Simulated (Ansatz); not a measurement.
`[SiH3]P` + H₂Se → `P[SeH]` + SiH₄ at 400 K and 1 bar (cleavage of the P–Si bond).

Gas-phase electronic energies from Ansatz, PBE0-D4/def2-TZVP geometries. CCSD(T)/CBS is the MP2 limit (def2-TZVPP, def2-QZVPP) plus CCSD(T) − MP2 in def2-TZVPP, frozen cores. This one scheme is used for every species. For Se outer-core shells are correlated without core-valence functions, which leaves a few kJ/mol of doubt a bond. Scalar relativity is left out up to krypton.

```json
{"species": "`[SiH3]P`", "CCSD(T)/CBS energy (Eh)": "-633.00997", "H − E (kJ/mol)": "132.7", "S (J/(mol·K))": "302.6"}
{"species": "H₂Se", "CCSD(T)/CBS energy (Eh)": "-2401.89790", "H − E (kJ/mol)": "49.4", "S (J/(mol·K))": "229.5"}
{"species": "`P[SeH]`", "CCSD(T)/CBS energy (Eh)": "-2743.44381", "H − E (kJ/mol)": "86.8", "S (J/(mol·K))": "298.2"}
{"species": "SiH₄", "CCSD(T)/CBS energy (Eh)": "-291.46306", "H − E (kJ/mol)": "96.9", "S (J/(mol·K))": "218.6"}
```

H − E and S are ideal-gas, rigid-rotor, harmonic terms from PBE0-D4/def2-TZVP. 1 Eh = 2625.50 kJ/mol, R = 8.31446 J/(mol·K).

Task: By hand: ΔE, ΔH, ΔS and ΔG.

Result: ΔE = (-2743.44381) + (-291.46306) − (-633.00997) − (-2401.89790) = 0.00100 Eh = 2.6 kJ/mol. Δ(H − E) = 86.8 + 96.9 − 132.7 − 49.4 = 1.6, so ΔH = 4.2 kJ/mol. ΔS = 298.2 + 218.6 − 302.6 − 229.5 = -15.3 J/(mol·K). ΔG = 4.2 − 400 × (-15.3)/1000 = 10.3 kJ/mol.

Task: By hand: the equilibrium constant, and the temperature at which ΔG would vanish if ΔH and ΔS stayed fixed.

Result: log₁₀ K = −ΔG/(RT ln 10) = -1.3. ΔH and −TΔS have one sign here, so there is no such temperature.

TΔS isn't small against ΔH here. A doubt of 5 kJ/mol in ΔE shifts log₁₀ K by 0.7 here. These are equilibria of isolated gas molecules and say nothing of rates. Largest T1 diagnostic: 0.013 (customary marks: 0.02 for closed shells, 0.045 for open ones).
